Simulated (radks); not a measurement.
Q: In I, configuration [Kr] 4d9 5s2 5p2 (not the ground configuration). All-electron calculation, Dirac Kohn-Sham, BLYP, spin-unpolarised, spherical densities, finite nucleus; open shells are shared between the two j in proportion to 2j + 1; Fermi nuclear charge, rms radius 4.6156 fm. Program: a radial shooting solver on a logarithmic mesh with Libxc functionals.

Spin-orbit splittings of the eigenvalues, e(l+1/2) - e(l-1/2), with zeta = 2 splitting/(2l+1) and mean radii in bohr:

shell  occ.  splitting (eV)  zeta (eV)  <r> j=l-1/2  <r> j=l+1/2
2p        6           211.0      140.6       0.1084       0.1137
3p        6           38.11      25.40       0.3394       0.3506
3d       10           7.811      3.124       0.3223       0.3258
4p        6               ?          ?       0.8950       0.9245
4d        9          0.9139     0.3656        1.136        1.151
5p        2          0.4182     0.2788        3.213        3.371

Estimate the 4p splitting.

A: 6.778 eV (zeta = 4.519 eV).
